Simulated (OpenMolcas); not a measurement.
Co2+: ligand-field states by method

Co2+ with its 6 nearest oxide ions at 2.118 Å, on the Mg site of MgO (a = 4.2112 Å, distance in the model lattice 2.106 Å). The rest of the host is ab initio model potentials to 7.6 Å, with orthogonalisation functions on the cations behind the ligands, and point charges beyond; the distance is set by hand and nothing relaxes. Ligand basis ANO-RCC-VDZP.
```
Co    0.0000    0.0000    0.0000
O     2.1180    0.0000    0.0000
O     0.0000    2.1180    0.0000
O    -2.1180    0.0000    0.0000
O     0.0000   -2.1180    0.0000
O     0.0000    0.0000    2.1180
O     0.0000    0.0000   -2.1180
```

| Property | Result |
| --- | --- |
| Program | OpenMolcas |
| Basis | ANO-RCC-VDZP [5s4p2d1f] |
| Scalar Hamiltonian | DKH2, point nucleus |
| Active space | 7 electrons in 5 orbitals (3d) |
| State averaging | 2S+1 = 4 even, 10 roots; 2S+1 = 2 even, 40 roots |
| Spin-orbit coupling | RASSI with atomic mean-field integrals over the reference wave functions |

I. CASSCF
II. SS-CASPT2, IPEA 0.25 Eh, imaginary shift 0.1 Eh (closed shells correlated: 3s 3p and the ligand valence shells)

Spin-free states (labels of O, the rotations of Oh) in cm-1, each column counted from its own energy of the first state listed:

```json
{"State": "4T1", "Degeneracy": "3", "I": "0", "II": "0"}
{"State": "4T2", "Degeneracy": "3", "I": "7994", "II": "10600"}
{"State": "2E", "Degeneracy": "2", "I": "12581", "II": "8320"}
{"State": "4A2", "Degeneracy": "1", "I": "17318", "II": "22100"}
{"State": "2T1", "Degeneracy": "3", "I": "19462", "II": "16020"}
{"State": "2T2", "Degeneracy": "3", "I": "19812", "II": "16740"}
{"State": "4T1", "Degeneracy": "3", "I": "24471", "II": "23670"}
{"State": "2T1", "Degeneracy": "3", "I": "25322", "II": "19720"}
{"State": "2A1", "Degeneracy": "1", "I": "25746", "II": "23830"}
{"State": "2T2", "Degeneracy": "3", "I": "29065", "II": "26450"}
{"State": "2T1", "Degeneracy": "3", "I": "30247", "II": "29170"}
{"State": "2E", "Degeneracy": "2", "I": "32423", "II": "30100"}
{"State": "2T2", "Degeneracy": "3", "I": "35920", "II": "33860"}
{"State": "2T1", "Degeneracy": "3", "I": "36997", "II": "36640"}
{"State": "2E", "Degeneracy": "2", "I": "37426", "II": "37950"}
{"State": "2T2", "Degeneracy": "3", "I": "46393", "II": "39700"}
{"State": "2T1", "Degeneracy": "3", "I": "48409", "II": "44140"}
{"State": "2A2", "Degeneracy": "1", "I": "48983", "II": "43830"}
{"State": "2E", "Degeneracy": "2", "I": "71863", "II": "63490"}
{"State": "2T2", "Degeneracy": "3", "I": "72180", "II": "63280"}
```

From I to II, I's first state of the same spin (4T2) moves from 7994 to 10600 cm-1, by about +2600 cm-1.

From I to II, I's first state of another spin (2E) moves from 12581 to 8320 cm-1, by about -4300 cm-1.

I: A least-squares ligand-field fit to the states below 45000 cm-1, each weighted by its degeneracy and with a free common offset, gives 10Dq = 9067 cm-1, B = 1180 cm-1 and C = 4348 cm-1 (C/B = 3.68), with an rms deviation of 90 cm-1. The same method and metal basis give the free ion B = 1230 cm-1 (fit to its terms below 60000 cm-1, rms deviation 20 cm-1), so the nephelauxetic ratio is β = 1180 / 1230 = 0.96; it hangs on how both fits weigh the states, and computed free-ion B values tend to be too large, so β mixes covalency with correlation.

χT at 300 K: I 3.47, II 3.41 cm3 K/mol.

Roots that are degenerate in the reference are averaged as groups; the widest CASPT2 spread within a group is 85 cm-1 (the 2-fold group of multiplicity 2 near 63500 cm-1 above the lowest state of its run, II). Shifts and gaps below about the spread of the groups concerned are not significant. Over all roots computed the reference weight is 0.70 to 0.72 in II; a low but even weight reflects the number of correlated electrons. An orbital triplet at a regular site is open to Jahn-Teller coupling, which can distort the site and quench the lowest spin-orbit gaps and is left out. Ligand-to-metal charge-transfer states are missing. Without dynamic correlation the repulsion within the d shell is too large (B by tens of per cent), so at a given field states of lower spin stand too high (holds for I). With no ligand orbital active B as a rule stays too high, so bands that hang on it stand too high and its fall with covalency is understated (holds for I). With metal d orbitals alone and no dynamic correlation 10Dq can be off by a tenth to a fifth, either way, in oxide and fluoride hosts (holds for I). This shell can be high or low spin here, a state of another spin lies low, and with metal d orbitals alone active their balance is uncertain, so the ground spin may be wrong (holds for II). A single d shell leaves out the double-shell effect, which counts most for late 3d ions, where the CASPT2 field can be off either way by tens of per cent (holds for II). These CASPT2 states fit no ligand-field parameters well, so their order and spin gaps are uncertain (holds for II). For late 3d ions with one d shell CASPT2 can put B and the spin-flip bands somewhat low as well as high (holds for II). With one d shell and no ligand orbital active, 10Dq can be off by tens of per cent for divalent 3d ions, low with halides held by bare charges and at times high in hosts (holds for II). Free-ion shares, where given, are those of the reference states; single-state CASPT2 does not remix them (holds for II). No measured value stands beside these numbers; the geometry was set by hand and not optimised.
